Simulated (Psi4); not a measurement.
pyrrole (C4H5N), singlet, geometry from GFN2-xTB; R2SCAN/cc-pVDZ in Psi4 1.11.

The Psi4 input:
```
memory 2 GB

molecule {
0 1
H     0.02331855   -0.00569419    2.12133513
N     0.01225989   -0.00299376    1.11530690
C    -0.00104268    1.10746771    0.33287593
C     0.00829435   -1.10923850    0.32682311
C    -0.01369937    0.70723215   -0.97433836
C    -0.00776355   -0.70199109   -0.97818631
H    -0.00054049    2.09153871    0.75876769
H     0.01709616   -2.09558146    0.74733455
H    -0.02586159    1.34596924   -1.83515419
H    -0.01456440   -1.33609757   -1.84247771
}

set {
  basis cc-pvdz
}

energy('r2scan')
print_variables()
```

**Question.** Write the output that Psi4 gives for this input, abridged.

**Answer.** 
```
   => Loading Basis Set <=

    Name: CC-PVDZ
    Role: ORBITAL
    Keyword: BASIS

         ---------------------------------------------------------
                                   SCF
               by Justin Turney, Rob Parrish, Andy Simmonett
                          and Daniel G. A. Smith
                              RKS Reference
         ---------------------------------------------------------

  ==> Geometry <==

    Molecular point group: c1
    Full point group: C1

    Geometry (in Angstrom), charge = 0, multiplicity = 1:

       Center              X                  Y                   Z               Mass
    ------------   -----------------  -----------------  -----------------  -----------------
         H            0.023309823268    -0.005692059721     2.120541149564     1.007825032230
         N            0.012251163268    -0.002991629721     1.114512919564    14.003074004430
         C           -0.001051406732     1.107469840279     0.332081949564    12.000000000000
         C            0.008285623268    -1.109236369721     0.326029129564    12.000000000000
         C           -0.013708096732     0.707234280279    -0.975132340436    12.000000000000
         C           -0.007772276732    -0.701988959721    -0.978980290436    12.000000000000
         H           -0.000549216732     2.091540840279     0.757973709564     1.007825032230
         H            0.017087433268    -2.095579329721     0.746540569564     1.007825032230
         H           -0.025870316732     1.345971370279    -1.835948170436     1.007825032230
         H           -0.014573126732    -1.336095439721    -1.843271690436     1.007825032230

  Running in c1 symmetry.

  Rotational constants: A =      0.31300  B =      0.30426  C =      0.15428 [cm^-1]
  Rotational constants: A =   9383.37085  B =   9121.59630  C =   4625.31601 [MHz]
  Nuclear repulsion =  162.312062668689379

  Charge       = 0
  Multiplicity = 1
  Electrons    = 36
  Nalpha       = 18
  Nbeta        = 18

  ==> Algorithm <==

  SCF Algorithm Type is DF.
  DIIS enabled.
  MOM disabled.
  Fractional occupation disabled.
  Guess Type is SAD.
  Energy threshold   = 1.00e-06
  Density threshold  = 1.00e-06
  Integral threshold = 1.00e-12

  ==> Primary Basis <==

  Basis Set: CC-PVDZ
    Blend: CC-PVDZ
    Number of shells: 45
    Number of basis functions: 95
    Number of Cartesian functions: 100
    Spherical Harmonics?: true
    Max angular momentum: 2

  ==> DFT Potential <==

   => LibXC <=

    Version 7.1.2
    S. Lehtola, C. Steigemann, M. J. T. Oliveira, and M. A. L. Marques,  SoftwareX 7, 1–5 (2018) (10.1016/j.softx.2017.11.002)

   => Composite Functional: R2SCAN <=

    r2SCAN Meta-GGA XC Functional  (0.1021/acs.jpclett.0c02405)
    J. W. Furness, A. D. Kaplan, J. Ning, J. P. Perdew, J. Sun  J. Phys. Chem. Lett.  11, 8208–8215, 2020

    Deriv               =              1
    GGA                 =           TRUE
    Meta                =           TRUE

    Exchange Hybrid     =          FALSE
    MP2 Hybrid          =          FALSE

   => Exchange Functionals <=

    1.0000   XC_MGGA_X_R2SCAN

   => Correlation Functionals <=

    1.0000   XC_MGGA_C_R2SCAN

   => LibXC Density Thresholds  <==

    XC_MGGA_C_R2SCAN:  1.00E-15
    XC_MGGA_X_R2SCAN:  1.00E-11

   => Molecular Quadrature <=

    Radial Scheme          =       TREUTLER
    Pruning Scheme         =           NONE
    Nuclear Scheme         =       TREUTLER

    Blocking Scheme        =         OCTREE
    BS radius alpha        =              1
    Pruning alpha          =              1
    Radial Points          =             75
    Spherical Points       =            302
    Total Points           =         212644
    Total Blocks           =           1633
    Max Points             =            256
    Max Functions          =             95
    Weights Tolerance      =       1.00E-15

   => Loading Basis Set <=

    Name: (CC-PVDZ AUX)
    Role: JKFIT
    Keyword: DF_BASIS_SCF

  ==> Integral Setup <==

  SCF_SUBTYPE=INCORE selected. In-core MEM_DF algorithm will be used.
  Using in-core AOs.

  ==> MemDFJK: Density-Fitted J/K Matrices <==

    J tasked:                   Yes
    K tasked:                    No
    wK tasked:                   No
    Algorithm:                 Core
    Schwarz Cutoff:           1E-12
    Mask sparsity (%):       0.0000
    Fitting Condition:        1E-10

   => Auxiliary Basis Set <=

  Basis Set: (CC-PVDZ AUX)
    Blend: CC-PVDZ-JKFIT
    Number of shells: 165
    Number of basis functions: 465
    Number of Cartesian functions: 530
    Spherical Harmonics?: true
    Max angular momentum: 3

  Minimum eigenvalue in the overlap matrix is 8.2391989387E-04.
  Reciprocal condition number of the overlap matrix is 1.4102424121E-04.
    Using symmetric orthogonalization.

  ==> Pre-Iterations <==

  SCF Guess: Superposition of Atomic Densities via on-the-fly atomic UHF (no occupation information).

   -------------------------
    Irrep   Nso     Nmo
   -------------------------
     A         95      95
   -------------------------
    Total      95      95
   -------------------------

  ==> Iterations <==

                           Total Energy        Delta E     RMS |[F,P]|

   @DF-RKS iter SAD:  -209.91423511712455   -2.09914e+02   0.00000e+00
   @DF-RKS iter   1:  -209.66464460969226    2.49591e-01   8.72911e-03 ADIIS/DIIS
   @DF-RKS iter   2:  -209.34343587721708    3.21209e-01   1.22333e-02 ADIIS/DIIS
   @DF-RKS iter   3:  -210.05370041579775   -7.10265e-01   1.32224e-03 ADIIS/DIIS
   @DF-RKS iter   4:  -210.05469377225785   -9.93356e-04   1.25154e-03 ADIIS/DIIS
   @DF-RKS iter   5:  -210.06225404932044   -7.56028e-03   1.89477e-04 ADIIS/DIIS
   @DF-RKS iter   6:  -210.06236667462861   -1.12625e-04   9.27927e-05 DIIS
   @DF-RKS iter   7:  -210.06240088681196   -3.42122e-05   7.00336e-06 DIIS
   @DF-RKS iter   8:  -210.06240110518925   -2.18377e-07   6.13925e-07 DIIS
  Energy and wave function converged.

  ==> Post-Iterations <==

   Electrons on quadrature grid:
      Ntotal   =   35.9999823806 ; deviation = -1.762e-05

    Orbital Energies [Eh]
    ---------------------

    Doubly Occupied:

[...]
    Virtual:

[...]
    Final Occupation by Irrep:
              A
    DOCC [    18 ]
    NA   [    18 ]
    NB   [    18 ]

  @DF-RKS Final Energy:  -210.06240110518925

   => Energetics <=

    Nuclear Repulsion Energy =            162.3120626686893786
    One-Electron Energy =                -603.7525707932134083
    Two-Electron Energy =                 261.8105433386223808
    DFT Exchange-Correlation Energy =     -30.4324363192875822
    Empirical Dispersion Energy =           0.0000000000000000
    VV10 Nonlocal Energy =                  0.0000000000000000
    Total Energy =                       -210.0624011051892523

Computation Completed

Properties will be evaluated at   0.000000,   0.000000,   0.000000 [a0]

Properties computed using the SCF density matrix

 Multipole Moments:

 ------------------------------------------------------------------------------------
     Multipole            Electronic (a.u.)      Nuclear  (a.u.)        Total (a.u.)
 ------------------------------------------------------------------------------------

 L = 1.  Multiply by 2.5417464519 to convert [e a0] to [Debye]
 Dipole X            :          0.0092982           -0.0005938            0.0087044
 Dipole Y            :         -0.0022705            0.0001450           -0.0021255
 Dipole Z            :          0.8458710           -0.0540146            0.7918563
 Magnitude           :                                                    0.7919070

 ------------------------------------------------------------------------------------

  Variable Map:
  ----------------------------------------------------------------------------
[...]
  Array Variable Map:
  ----------------------------------------------------------------------------
[...]
[...]
```
